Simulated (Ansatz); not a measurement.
CdF2 (SMILES [F][Cd][F]) moved off its minimum; all values from Ansatz (a quantum-chemistry and plane-wave program), cores frozen in correlated methods. Elements past Kr take the def2 small-core potentials, without spin–orbit coupling.
(charge 0, multiplicity 1)
```xyz
3

Cd     0.00227    -0.01997    -0.03419
F      0.01644    -0.01027    -1.93239
F      0.00912     0.01081     1.92705
```

### Question
Give the forces (eV/Å), the total energy and the dipole at CCSD(T)/def2-TZVPPD.

### Answer

| atom | Fx | Fy | Fz |
|---|---|---|---|
| Cd1 | 0.017 | 0.045 | 1.338 |
| F2 | -0.005 | -0.016 | -0.646 |
| F3 | -0.012 | -0.029 | -0.692 |
Energy -366.8143 hartree, dipole 0.30 D.
